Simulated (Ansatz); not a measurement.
The same molecule with X = O, S, Se. Ansatz, PBE0-D4/def2-TZVP geometries, multiplicity 1. Each molecule was computed in one conformer, which needn't be the lowest.

Scalar relativity is left out up to krypton.

```
 X            molecule  mean X–H bond length / Å  mean X–Si bond length / Å  HOMO energy (PBE/def2-TZVPP) / eV  HOMO–LUMO gap (PBE/def2-TZVPP) / eV  HOMO–LUMO gap (ωB97M-V/def2-TZVPP) / eV
 O      `O[Si](F)(F)F`                     0.958                      1.604                              -8.81                                 8.06                                    14.92
Se  `F[Si](F)(F)[SeH]`                     1.470                      2.231                              -6.77                                 5.41                                    11.65
```

Give the row for X = S, `F[Si](F)(F)S`. (Estimate.)

The calculation gave: 
```tsv
X	molecule	mean X–H bond length / Å	mean X–Si bond length / Å	HOMO energy (PBE/def2-TZVPP) / eV	HOMO–LUMO gap (PBE/def2-TZVPP) / eV	HOMO–LUMO gap (ωB97M-V/def2-TZVPP) / eV
S	`F[Si](F)(F)S`	1.346	2.089	-7.22	6.13	12.51
```

From O to Se the mean X–H bond length rises at each step, by 0.512 Å in all; the mean X–Si bond length rises at each step, by 0.627 Å in all; the HOMO energy (PBE/def2-TZVPP) rises at each step, by 2.04 eV in all; the HOMO–LUMO gap (PBE/def2-TZVPP) falls at each step, by 2.65 eV in all; the HOMO–LUMO gap (ωB97M-V/def2-TZVPP) falls at each step, by 3.27 eV in all. Bonds lengthen as the atom grows down the group.

Spin–orbit coupling is left out; it splits and shifts lone-pair levels of the heavy atoms by tenths of an eV.
